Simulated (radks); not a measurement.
All-electron atom: Dy16+ in [Kr] 4d10 4f4. Method: Dirac Kohn-Sham, exchange-only PBE, spin-unpolarised, spherical densities, finite nucleus; open shells fill j = l - 1/2 first; Fermi nuclear charge, rms radius 5.2218 fm; computed with a radial shooting solver on a logarithmic mesh with Libxc functionals.

Normalised radial functions P(r) = r R(r) (large component), r in bohr:

r          3d5/2    4d5/2
0.001611  0.0001   0.0000
0.001831  0.0001   0.0000
0.002081  0.0001   0.0001
0.002365  0.0002   0.0001
0.002666  0.0002   0.0001
0.00303   0.0003   0.0002
0.003444  0.0005   0.0003
0.003883  0.0007   0.0004
0.004413  0.0010   0.0005
0.005016  0.0015   0.0008
0.005701  0.0021   0.0011
0.006428  0.0030   0.0015
0.007306  0.0042   0.0022
0.008303  0.0061   0.0031
0.009437  0.0086   0.0044
0.01064   0.0120   0.0062
0.01209   0.0170   0.0087
0.01374   0.0240   0.0123
0.01562   0.0338   0.0173
0.01761   0.0462   0.0237
0.02002   0.0642   0.0329
0.02275   0.0886   0.0453
0.02565   0.1191   0.0608
0.02916   0.1619   0.0826
0.03314   0.2182   0.1111
0.03766   0.2910   0.1477
0.04246   0.3771   0.1909
0.04826   0.4911   0.2475
0.05485   0.6304   0.3158
0.06234   0.7963   0.3958
0.07029   0.9753   0.4801
0.07989   1.1877   0.5765
0.0908    1.4149   0.6736
0.1024    1.6306   0.7572
0.1164    1.8483   0.8268
0.1322    2.0336   0.8616
0.1503    2.1651   0.8455
0.1695    2.2214   0.7708
0.1926    2.1958   0.6171
0.2189    2.0763   0.3841
0.2488    1.8690   0.0798
0.2805    1.6120  -0.2514
0.3188    1.2990  -0.6217
0.3624    0.9799  -0.9687
0.4118    0.6872  -1.2488
0.4643    0.4577  -1.4176
0.5278    0.2719  -1.4775
0.5998    0.1462  -1.4137
0.6763    0.0739  -1.2600
0.7686    0.0317  -1.0301
0.8736    0.0118  -0.7738
0.9929    0.0038  -0.5309
1.119     0.0011  -0.3408
1.272     0.0002  -0.1907
1.446     0.0000  -0.0941
1.644     0.0000  -0.0402
1.853     0.0000  -0.0156
2.106     0.0000  -0.0048

3d5/2: eigenvalue -1629.1 eV, 0 radial nodes, <r> = 0.214 bohr, 90 % of the charge inside 0.332 bohr. 4d5/2: eigenvalue -492.08 eV, 1 radial node at r = 0.256 bohr, <r> = 0.579 bohr, 90 % of the charge inside 0.857 bohr.
